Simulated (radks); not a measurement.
The osmium ion Os+ inside a hard spherical wall (all orbitals vanish at R), configuration held at [Xe] 4f14 5d6 6s1 and not refilled when levels cross. All-electron calculation, scalar-relativistic Kohn-Sham, PBE, spin-polarised, spherical densities, finite nucleus; open shells are filled with parallel spins first (spin-orbit coupling, left out, can overturn this in heavy ions); Fermi nuclear charge, rms radius 5.4126 fm. Program: a radial shooting solver on a logarithmic mesh with Libxc functionals. Eigenvalues in eV for spin up, with the zero of energy where the potential of the charges vanishes at infinity; a dash marks a level that is unbound or too diffuse for the functional's potential to be trusted. A positive occupied level is held by the wall or, in an anion where self-interaction has pushed it up, behind a barrier. The pressure on the wall is -dE/dV.

R (bohr)  E (hartree)  kinetic (hartree)    e(4f)    e(5p)    e(5d)    e(6s)  e(6p, empty)  e(7s, empty)  pressure (GPa)
free      -17250.5050          19111.949  -59.889  -59.720  -15.226  -13.985        -7.624             -               0
20        -17250.5050          19111.949  -59.889  -59.720  -15.226  -13.985        -7.624             -        < 0.0001
12        -17250.5050          19111.949  -59.889  -59.720  -15.226  -13.985        -7.623        -3.428        < 0.0001
8         -17250.5047          19111.954  -59.870  -59.702  -15.210  -13.968        -7.514        -1.608          0.0196
5         -17250.4571          19112.303  -58.712  -58.625  -14.244  -12.653        -4.587        13.344            7.35
4         -17250.2545          19113.407  -55.864  -56.115  -11.835   -8.747         1.863        35.358            61.6
3         -17249.0509          19118.782  -46.492  -48.365   -3.057    8.325        26.118        100.11             710
